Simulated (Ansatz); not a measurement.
Cost and result for the atomization energy of `N[SiH2][SiH](O)F` (11 atoms, 10 bonds).

Cartesian coordinates in Å:
```
N 0.530 -0.734 -1.421
Si -0.832 0.111 -0.741
Si -0.080 0.623 1.431
O 1.396 -0.083 1.528
F -1.086 -0.008 2.508
H 1.356 -0.198 -1.645
H 0.351 -1.399 -2.159
H -1.284 1.311 -1.507
H -1.957 -0.861 -0.717
H 0.085 2.042 1.822
H 1.521 -0.805 0.902
```

The species carries charge 0 and has multiplicity 1. Geometry: relaxed with PBE0-D4/def2-TZVP. It is one conformer, not always the lowest. Program: Ansatz. All runs use 4 threads of an Arm Neoverse V2 on a shared host. Times are those of one run each, without the atoms' runs, and a repeat can differ threefold. Electronic energies, without spin–orbit coupling; frozen cores. CCSD(T)/CBS adds CCSD(T) − MP2 in def2-TZVPP to the MP2 limit, and its time is that of the two runs behind it. T1 = 0.012. B3LYP takes the VWN-RPA correlation (the form of Gaussian; ORCA's B3LYP/G).

CCSD(T)/CBS is a level of theory with its own doubt, some kJ/mol a heavy atom from the limit and from the frozen cores, so smaller differences don't rank the functionals.

```csv
level,functions,wall time
PBE-D4/def2-TZVPP (with forces),261,2.1 s
PBE0-D4/def2-TZVPP,261,2.6 s
r2SCAN-D4/def2-TZVPP (with forces),261,3.8 s
B3LYP-D4/def2-TZVPP (with forces),261,4 s
B2PLYP/def2-TZVPP,261,4.5 s
ωB97X-V/def2-TZVPP,261,6.5 s
ωB97M-V/def2-TZVPP (with forces),261,9.5 s
MP2/def2-QZVPP,491,21 s
CCSD(T)/def2-TZVPP,261,2.4 min
CCSD(T)/CBS(def2),–,2.7 min
```

Q: What atomization energy does each give, and how far from CCSD(T)/CBS? (Estimate.)

A: The calculation gave: 
| level | atomization (kJ/mol) | difference from CCSD(T)/CBS | per bond |
| --- | --- | --- | --- |
| PBE-D4/def2-TZVPP (with forces) | 3895.9 | 4.7 | 0.5 |
| PBE0-D4/def2-TZVPP | 3823.2 | -68.0 | -6.8 |
| r2SCAN-D4/def2-TZVPP (with forces) | 3862.2 | -29.0 | -2.9 |
| B3LYP-D4/def2-TZVPP (with forces) | 3866.2 | -25.0 | -2.5 |
| B2PLYP/def2-TZVPP | 3825.1 | -66.1 | -6.6 |
| ωB97X-V/def2-TZVPP | 3897.1 | 5.9 | 0.6 |
| ωB97M-V/def2-TZVPP (with forces) | 3882.9 | -8.3 | -0.8 |
| MP2/def2-QZVPP | 3901.1 | 9.9 | 1.0 |
| CCSD(T)/def2-TZVPP | 3763.3 | -127.9 | -12.8 |
| CCSD(T)/CBS(def2) | 3891.2 | 0.0 | 0.0 |

In def2-TZVPP, CCSD(T) changes the Hartree–Fock value by +997.4 kJ/mol (the triples alone add +52.5 kJ/mol) and MP2 by +1057.9 kJ/mol; breaking electron pairs costs correlation energy, which Hartree–Fock lacks. The D4 term adds +38.0 kJ/mol with B3LYP and +19.9 kJ/mol with PBE0; it sums over pairs of atoms, weighted by their polarisabilities, and B3LYP, whose exchange is more repulsive, gets the larger term. From PBE to PBE0 (25 % exact exchange), in def2-TZVPP and without D4, the atomization energy moves by −69.1 kJ/mol: exact exchange takes away binding that semilocal exchange gives to molecules.
